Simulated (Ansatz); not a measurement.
C₄H₁₀BN (`CC#[N+][BH-](C)C`), relaxed with RKS PBE-D4/def2-SVP in Ansatz from a rough embedded geometry. The force threshold is 0.03 eV/Å; the program also tests the step.

The species carries charge 0 and has multiplicity 1.

Start:

```xyz
16

C    -0.227    2.934    1.099
C     0.026    1.551    0.620
N     0.209    0.457    0.268
B     0.533   -0.983   -0.071
C    -0.645   -1.925    0.507
C     0.495   -1.049   -1.733
H    -0.354    3.554    0.152
H    -1.108    2.940    1.680
H     0.676    3.339    1.611
H     1.572   -1.264    0.289
H    -0.606   -1.817    1.606
H    -1.615   -1.608    0.152
H    -0.447   -2.965    0.151
H     0.697   -2.065   -2.064
H    -0.514   -0.723   -2.113
H     1.307   -0.375   -2.153
```

Q: How much energy does the relaxation release, and in how many steps? (Estimate.)

A: The calculation gave: 44.03 kJ/mol, in 6 steps.

Q: Which bonds change most? (An estimate is asked.)

A: Computed: B4–H10 from 1.135 to 1.244 Å; C1–H8 from 1.055 to 1.109 Å; C1–C2 from 1.486 to 1.450 Å; C5–H12 from 1.081 to 1.112 Å.

Q: Give the relaxed structure. (An estimate is asked.)

A: Computed: 
```xyz
16

C    -0.201    2.926    1.053
C     0.043    1.559    0.636
N     0.252    0.460    0.307
B     0.502   -0.998   -0.142
C    -0.656   -1.923    0.542
C     0.509   -1.012   -1.774
H    -0.358    3.577    0.169
H    -1.105    2.978    1.694
H     0.663    3.315    1.629
H     1.628   -1.233    0.333
H    -0.674   -1.867    1.651
H    -1.676   -1.675    0.172
H    -0.464   -2.983    0.275
H     0.742   -2.042   -2.117
H    -0.478   -0.740   -2.209
H     1.274   -0.342   -2.221
```
